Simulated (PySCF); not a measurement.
Potassium: a sound run and one with changed settings

Sound run: K(2+) [Ne] 3s2 3p5, K(3+) [Ne] 3s2 3p4. Calculation: PySCF 2.14, in x2c-SVPall (5s3p2d, 24 functions); scalar relativity by spin-free X2C-1e. In the sound run the correlated levels freeze [Ne] 3s2. The sound run starts from symmetry-adapted Hartree-Fock orbitals and uses a fine grid where one is needed.

Changed run: the non-relativistic Hamiltonian (point nucleus). This setting is unsound on purpose.

| species | method | sound run (hartree) | changed run (hartree) | converged |
| --- | --- | --- | --- | --- |
| K(2+) | UHF | -600.05251 | -597.34484 | yes |
| K(2+) | B3LYP | -600.77015 | -598.06266 | yes |
| K(2+) | M06-L | -600.74269 | -598.03496 | yes |
| K(2+) | MP2 | -600.07651 | -597.36891 | yes |
| K(2+) | CCSD(T) | -600.08000 | -597.37243 | yes |
| K(3+) | UHF | -598.32836 | -595.62623 | yes |
| K(3+) | B3LYP | -598.99066 | -596.28876 | yes |
| K(3+) | M06-L | -598.96459 | -596.26250 | yes |
| K(3+) | MP2 | -598.34101 | -595.63892 | yes |
| K(3+) | CCSD(T) | -598.34319 | -595.64111 | yes |

Ionisation energy of K(2+):

```json
{"method": "UHF", "sound run (eV)": "46.917", "changed run (eV)": "46.766"}
{"method": "B3LYP", "sound run (eV)": "48.423", "changed run (eV)": "48.270"}
{"method": "M06-L", "sound run (eV)": "48.385", "changed run (eV)": "48.231"}
{"method": "MP2", "sound run (eV)": "47.225", "changed run (eV)": "47.075"}
{"method": "SCS-MP2", "sound run (eV)": "47.231", "changed run (eV)": "47.081"}
{"method": "CCSD", "sound run (eV)": "47.261", "changed run (eV)": "47.111"}
{"method": "CCSD(T)", "sound run (eV)": "47.261", "changed run (eV)": "47.112"}
```

Most of the change in total energy is the relativistic energy itself. On top of that the contraction fixes the core shape for the Hamiltonian it was made with, so the changed run is not a good calculation with the other Hamiltonian either.

For comparison, NIST gives 45.803 eV between the lowest levels.
